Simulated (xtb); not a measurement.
xtb job for B(F)(Cl)(NMe2) (C₂H₆BClFN), SMILES CN(C)B(F)Cl, GFN2-xTB. 

```
$ xtb mol.xyz --gfn 2 --sp --chrg 0 --uhf 0 --json
$ cat mol.xyz
12

B      0.34102793    -0.44829686     0.00234070
F      1.03359882    -1.32396298    -0.73381770
Cl     0.41702633    -0.62826954     1.72896234
N     -0.39388035     0.54640828    -0.61906335
C     -0.45155583     0.68956823    -2.06214345
C     -1.17978772     1.54618653     0.07497594
H     -1.48579286     0.60423128    -2.40380429
H     -0.06481364     1.66849491    -2.35539610
H      0.14552315    -0.08591343    -2.53335079
H     -0.81924356     2.54598128    -0.17837965
H     -2.22875291     1.46745689    -0.22054341
H     -1.09867295     1.39809571     1.14821872
```

Program output:

```
[banner left out]
          |                Calculation Setup                |
           -------------------------------------------------



           -------------------------------------------------
          |                 G F N 2 - x T B                 |
           -------------------------------------------------

        Reference                      10.1021/acs.jctc.8b01176
      * Hamiltonian:
        H0-scaling (s, p, d)           1.850000    2.230000    2.230000
        zeta-weighting                 0.500000
      * Dispersion:
        s8                             2.700000
        a1                             0.520000
        a2                             5.000000
        s9                             5.000000
      * Repulsion:
        kExp                           1.500000    1.000000
        rExp                           1.000000
      * Coulomb:
        alpha                          2.000000
        third order                    shell-resolved
        anisotropic                    true
        a3                             3.000000
        a5                             4.000000
        cn-shift                       1.200000
        cn-exp                         4.000000
        max-rad                        5.000000


          ...................................................
          :                      SETUP                      :
          :.................................................:
          :  # basis functions                  36          :
          :  # atomic orbitals                  35          :
          :  # shells                           19          :
          :  # electrons                        36          :
          :  max. iterations                   250          :
          :  Hamiltonian                  GFN2-xTB          :
          :  restarted?                      false          :
          :  GBSA solvation                  false          :
          :  PC potential                    false          :
          :  electronic temp.          300.0000000     K    :
          :  accuracy                    1.0000000          :
          :  -> integral cutoff          0.2500000E+02      :
          :  -> integral neglect         0.1000000E-07      :
          :  -> SCF convergence          0.1000000E-05 Eh   :
          :  -> wf. convergence          0.1000000E-03 e    :
          :  Broyden damping             0.4000000          :
          :  net charge                          0          :
          :  unpaired electrons                  0          :
          ...................................................

 iter      E             dE          RMSdq      gap      omega  full diag
   1    -20.8968816 -0.208969E+02  0.593E+00    7.02       0.0  T
   2    -21.0366174 -0.139736E+00  0.409E+00    4.94       1.0  T
   3    -21.0470094 -0.103920E-01  0.200E+00    6.21       1.0  T
   4    -21.0603525 -0.133431E-01  0.638E-01    5.51       1.0  T
   5    -21.0641083 -0.375578E-02  0.267E-01    5.81       1.0  T
   6    -21.0642031 -0.948042E-04  0.973E-02    5.77       1.0  T
   7    -21.0642115 -0.837882E-05  0.576E-02    5.77       1.0  T
   8    -21.0642108  0.643961E-06  0.462E-02    5.74       1.0  T
   9    -21.0642311 -0.202765E-04  0.225E-02    5.77       1.3  T
  10    -21.0642342 -0.304882E-05  0.968E-03    5.76       3.0  T
  11    -21.0642347 -0.510998E-06  0.446E-03    5.76       6.5  T
  12    -21.0642349 -0.178424E-06  0.236E-03    5.76      12.2  T
  13    -21.0642349 -0.721526E-07  0.726E-04    5.76      39.8  T
  14    -21.0642349 -0.430324E-08  0.443E-04    5.76      65.2  T

   *** convergence criteria satisfied after 14 iterations ***

         #    Occupation            Energy/Eh            Energy/eV
      -------------------------------------------------------------
         1        2.0000           -1.0408422             -28.3228
       ...           ...                  ...                  ...
        12        2.0000           -0.4964943             -13.5103
        13        2.0000           -0.4881931             -13.2844
        14        2.0000           -0.4817911             -13.1102
        15        2.0000           -0.4588003             -12.4846
        16        2.0000           -0.4395274             -11.9601
        17        2.0000           -0.4217754             -11.4771
        18        2.0000           -0.4036366             -10.9835 (HOMO)
        19                         -0.1919714              -5.2238 (LUMO)
        20                         -0.0486822              -1.3247
        21                          0.0111866               0.3044
        22                          0.0279340               0.7601
        23                          0.0314670               0.8563
       ...                                ...                  ...
        35                          0.5142865              13.9944
      -------------------------------------------------------------
                  HL-Gap            0.2116653 Eh            5.7597 eV
             Fermi-level           -0.2978040 Eh           -8.1037 eV

 SCC (total)                   0 d,  0 h,  0 min,  0.017 sec
 SCC setup                      ...        0 min,  0.000 sec (  1.304%)
 Dispersion                     ...        0 min,  0.000 sec (  0.493%)
 classical contributions        ...        0 min,  0.000 sec (  0.184%)
 integral evaluation            ...        0 min,  0.002 sec ( 14.520%)
 iterations                     ...        0 min,  0.009 sec ( 52.621%)
 molecular gradient             ...        0 min,  0.005 sec ( 29.702%)
 printout                       ...        0 min,  0.000 sec (  0.975%)

         :::::::::::::::::::::::::::::::::::::::::::::::::::::
         ::                     SUMMARY                     ::
         :::::::::::::::::::::::::::::::::::::::::::::::::::::
         :: total energy             -20.898137242062 Eh    ::
         :: gradient norm              0.000256726573 Eh/a0 ::
         :: HOMO-LUMO gap              5.759704661673 eV    ::
         ::.................................................::
         :: SCC energy               -21.064224292943 Eh    ::
         :: -> isotropic ES            0.057213138397 Eh    ::
         :: -> anisotropic ES         -0.000571039341 Eh    ::
         :: -> anisotropic XC          0.002593982498 Eh    ::
         :: -> dispersion             -0.006996962571 Eh    ::
         :: repulsion energy           0.166087050881 Eh    ::
         :: add. restraining           0.000000000000 Eh    ::
         :: total charge               0.000000000000 e     ::
         :::::::::::::::::::::::::::::::::::::::::::::::::::::

           -------------------------------------------------
          |                Property Printout                |
           -------------------------------------------------

    * Orbital Energies and Occupations

         #    Occupation            Energy/Eh            Energy/eV
      -------------------------------------------------------------
         1        2.0000           -1.0408422             -28.3228
       ...           ...                  ...                  ...
         6        2.0000           -0.5636756             -15.3384
         7        2.0000           -0.5492294             -14.9453
         8        2.0000           -0.5457351             -14.8502
         9        2.0000           -0.5395355             -14.6815
        10        2.0000           -0.5174906             -14.0816
        11        2.0000           -0.5082611             -13.8305
        12        2.0000           -0.4964943             -13.5103
        13        2.0000           -0.4881931             -13.2844
        14        2.0000           -0.4817911             -13.1102
        15        2.0000           -0.4588003             -12.4846
        16        2.0000           -0.4395274             -11.9601
        17        2.0000           -0.4217754             -11.4771
        18        2.0000           -0.4036366             -10.9835 (HOMO)
        19                         -0.1919714              -5.2238 (LUMO)
        20                         -0.0486822              -1.3247
        21                          0.0111866               0.3044
        22                          0.0279340               0.7601
        23                          0.0314670               0.8563
        24                          0.0315239               0.8578
        25                          0.0460878               1.2541
        26                          0.0807427               2.1971
        27                          0.1199996               3.2654
        28                          0.1586261               4.3164
        29                          0.1640577               4.4642
       ...                                ...                  ...
        35                          0.5142865              13.9944
      -------------------------------------------------------------
                  HL-Gap            0.2116653 Eh            5.7597 eV
             Fermi-level           -0.2978040 Eh           -8.1037 eV

     #   Z          covCN         q      C6AA      α(0)
     1   5 B        2.397     0.475    19.083     8.074
     2   9 F        0.733    -0.293    12.247     4.133
     3  17 Cl       0.845    -0.280   108.021    15.900
     4   7 N        2.667    -0.158    24.420     7.339
     5   6 C        3.702    -0.051    21.649     6.653
     6   6 C        3.700    -0.055    21.723     6.665
     7   1 H        0.924     0.055     2.260     2.351
     8   1 H        0.924     0.055     2.262     2.352
     9   1 H        0.925     0.070     2.082     2.256
    10   1 H        0.924     0.055     2.254     2.348
    11   1 H        0.924     0.055     2.255     2.349
    12   1 H        0.925     0.071     2.073     2.252

 Mol. C6AA /au·bohr⁶  :       1698.790672
 Mol. C8AA /au·bohr⁸  :      45141.615969
 Mol. α(0) /au        :         62.672086


Wiberg/Mayer (AO) data.
largest (>0.10) Wiberg bond orders for each atom

 ---------------------------------------------------------------------------
     #   Z sym  total        # sym  WBO       # sym  WBO       # sym  WBO
 ---------------------------------------------------------------------------
     1   5 B    3.400 --     4 N    1.357     2 F    1.004     3 Cl   0.982
     2   9 F    1.112 --     1 B    1.004
     3  17 Cl   1.098 --     1 B    0.982
     4   7 N    3.488 --     1 B    1.357     6 C    1.006     5 C    1.002
     5   6 C    3.969 --     4 N    1.002     9 H    0.982     7 H    0.977
                             8 H    0.977
     6   6 C    3.968 --     4 N    1.006    12 H    0.979    10 H    0.977
                            11 H    0.976
     7   1 H    0.997 --     5 C    0.977
     8   1 H    0.997 --     5 C    0.977
     9   1 H    0.995 --     5 C    0.982
    10   1 H    0.997 --     6 C    0.977
    11   1 H    0.997 --     6 C    0.976
    12   1 H    0.995 --     6 C    0.979
 ---------------------------------------------------------------------------

Topologies differ in total number of bonds
Writing topology from bond orders to xtbtopo.mol

molecular dipole:
                 x           y           z       tot (Debye)
 q only:       -0.811       1.105      -0.848
   full:       -0.735       1.008      -0.912       3.928
molecular quadrupole (traceless):
                xx          xy          yy          xz          yz          zz
 q only:        0.444       0.480       0.210       0.340      -0.373      -0.654
  q+dip:        1.772       1.036       1.307       1.218      -1.334      -3.079
   full:        1.548       1.311       0.909       0.980      -1.051      -2.457
Note: The following floating-point exceptions are signalling: IEEE_UNDERFLOW_FLAG IEEE_DENORMAL
normal termination of xtb


           -------------------------------------------------
          | TOTAL ENERGY              -20.898137242062 Eh   |
          | GRADIENT NORM               0.000256726573 Eh/α |
          | HOMO-LUMO GAP               5.759704661673 eV   |
           -------------------------------------------------

------------------------------------------------------------------------
------------------------------------------------------------------------
 total:
 SCF:
```

The calculation finished and met its thresholds.
